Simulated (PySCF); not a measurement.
# CH8N2OSi

The system: CH8N2OSi, a small molecule; neutral, singlet. The structure, one conformer, was relaxed in the gas phase by PBE0-D3(BJ)/def2-SVP. No frequency run checks that it is a minimum.

SMILES: NC(N)(O)[SiH3]

Coordinates in Å:
```
C1     -0.043    0.158    0.307
Si2     0.904   -0.581   -1.197
N3     -0.682    1.379   -0.097
N4     -1.095   -0.699    0.814
O5      0.923    0.291    1.325
H6      1.557   -1.857   -0.773
H7      1.940    0.359   -1.726
H8     -0.076   -0.887   -2.284
H9     -1.236    1.747    0.679
H10     0.017    2.078   -0.339
H11    -0.752   -1.641    0.989
H12    -1.869   -0.750    0.156
H13     0.425    0.389    2.151
```

Shieldings: GIAO PBE0/pcSseg-2. Shifts are against computed references at the same level: C TMS (σ 184.1 ppm), H TMS (σ 31.24 ppm), Si TMS (σ 341.3 ppm). Core levels by delta-SCF with SCAN, pcX-2 on the ionised atom and pcseg-1 elsewhere, spin-free X2C (2p3/2 is the spin-free 2p value less a third of a first-order spin-orbit splitting); from the vacuum level, for chosen atoms.

Problem. Give the shieldings and core levels atom by atom.

Solution. 
```json
{"atoms": "C1", "bonded to": "2 N + 1 O + 1 Si", "σ (ppm)": "95.2", "δ (ppm)": "88.9", "core level (eV)": "1s 293.15"}
{"atoms": "Si2", "bonded to": "1 C + 3 H", "σ (ppm)": "400.1", "δ (ppm)": "-58.8", "core level (eV)": "2p3/2 106.50"}
{"atoms": "N3", "bonded to": "1 C + 2 H", "σ (ppm)": "180.1", "δ (ppm)": "-", "core level (eV)": "1s 405.14"}
{"atoms": "N4", "bonded to": "1 C + 2 H", "σ (ppm)": "185.4", "δ (ppm)": "-", "core level (eV)": "1s 405.30"}
{"atoms": "O5", "bonded to": "1 C + 1 H", "σ (ppm)": "195.8", "δ (ppm)": "-", "core level (eV)": "1s 538.48"}
{"atoms": "H6 H7 H8", "bonded to": "1 Si", "σ (ppm)": "27.22", "δ (ppm)": "4.03", "core level (eV)": "-"}
{"atoms": "H9", "bonded to": "1 N", "σ (ppm)": "30.10", "δ (ppm)": "1.14", "core level (eV)": "-"}
{"atoms": "H10", "bonded to": "1 N", "σ (ppm)": "29.80", "δ (ppm)": "1.44", "core level (eV)": "-"}
{"atoms": "H11", "bonded to": "1 N", "σ (ppm)": "29.69", "δ (ppm)": "1.56", "core level (eV)": "-"}
{"atoms": "H12", "bonded to": "1 N", "σ (ppm)": "29.46", "δ (ppm)": "1.79", "core level (eV)": "-"}
{"atoms": "H13", "bonded to": "1 O", "σ (ppm)": "30.44", "δ (ppm)": "0.80", "core level (eV)": "-"}
```

Values are those of this one static structure, with the three H of a rotating XH3 group averaged; atoms that internal rotation interchanges would show their mean in an NMR spectrum.

Problem. By CAM-B3LYP/def2-SVPD (TDDFT singlets, Tamm-Dancoff triplets, ionisation by delta-SCF), where does absorption start, and what does vertical ionisation take?

Solution. The lowest singlet lies at 6.50 eV (f 0.029), the strongest of the first 6 at 7.70 eV (f 0.111), the lowest triplet at 6.20 eV; vertical ionisation takes 9.47 eV.

The 3 runs behind this took 4.3 min in all, one thread each of Arm Neoverse V1 on a shared host, launched as `OMP_NUM_THREADS=1 python cluster_run.py task.json out`.
